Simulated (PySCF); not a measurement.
A structure optimised at B3LYP-D3(BJ)/def2-SVP, used in a PySCF frequency run:

```
Hg
Br 1 2.4409
Br 1 2.4409 2 180.00
```

### Question
Write its SMILES, formula and point group.

### Answer
[Br][Hg][Br], Br2Hg, D∞h

### Question
What are its rotational constants (standard atomic weights)?

### Answer
0.53077 GHz (linear rotor, B only)
